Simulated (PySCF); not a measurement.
Computed IR spectrum (relative IR intensity) of a molecule C₃H₁₄Si₃. Coordinates come from a PBE0-D3(BJ)/def2-SVP optimisation. One conformer was computed; it need not be the lowest. Calculation: PySCF 2.14.0 with PBE0-D3(BJ)/def2-SVP. Frequencies are harmonic and unscaled.

Lines under 2 % of the strongest are left out, and lines within 2 cm⁻¹ are merged.

ν (cm⁻¹): 382 (w), 508 (w), 560 (vw), 599 (w), 651 (w), 719 (w), 748 (w), 768 (vs), 833 (m), 876 (m), 918 (w), 924 (m), 933 (vw), 935 (w), 940 (w), 943 (m), 952 (w), 1004 (vw), 1074 (w), 1088 (vw), 1462 (vw), 1471 (vw), 2201 (m), 2209 (m), 2214 (w), 2222 (s), 2228 (s), 2234 (m), 3031 (w), 3036 (w), 3125 (w), 3135 (w) (against the strongest line: vs over 80 %, s over 45 %, m over 15 %, w over 4 %, vw less)

Q: Which structure fits?
A. C[SiH](C)C([SiH3])[SiH3]
B. CC[Si](C)([SiH3])[SiH3]
C. C[C@H](C[SiH3])[SiH2][SiH3]
D. C[C@@H]([SiH3])[Si@@H](C)[SiH3]

A: C, C[C@H](C[SiH3])[SiH2][SiH3]
